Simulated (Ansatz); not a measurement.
Consider the redistribution: `[F][Al]([SiH3])[SH]` + `O[SiH3]` → SiH₄ + `[F][Al]([SH])[O][SiH3]`.

Computed with Ansatz on PBE0-D4/def2-TZVP structures; ΔE is electronic, products minus reactants. CCSD(T)/CBS adds triple-zeta CCSD(T) − MP2 to the extrapolated MP2 energy (def2 sets, frozen cores). This one scheme is used for every species. Functionals use def2-TZVPP. HSE06 is defined as in plane-wave codes. One conformer a species, not always the lowest.

```csv
level,ΔE (kcal/mol),difference from CCSD(T)/CBS
revPBE-D4,-29.9,6.0
BLYP-D4,-34.9,1.0
HSE06-D4,-31.4,4.5
BHLYP-D4,-38.7,-2.8
BLYP,-34.2,1.7
r2SCAN,-34.9,1.0
PBE0,-31.2,4.7
r2SCAN0,-35.5,0.4
BHLYP,-38.4,-2.5
CAM-B3LYP,-37.4,-1.5
CCSD/def2-SVP,-38.5,-2.6
MP2/def2-TZVPP,-38.3,-2.4
CCSD/def2-TZVPP,-37.2,-1.3
MP2/def2-QZVPP,-38.2,-2.3
SCS-MP2/def2-QZVPP,-39.0,-3.1
MP2/CBS(def2),-37.8,-1.9
CCSD(T)/CBS,-35.9,0
```

Largest T1 diagnostic among the species: 0.013.

From BLYP to BHLYP (50 % exact exchange), in def2-TZVPP and without D4, ΔE moves by −4.3 kcal/mol. At CCSD(T), def2-SVP lies −1.9 kcal/mol from the extrapolated value and def2-TZVPP −0.5 kcal/mol. Leaving LDA and LC-ωPBE aside and taking each functional with its dispersion term where it has one, the values, not all of them listed here, spread over 9.4 kcal/mol, from BHLYP-D4 to PBE-D4.
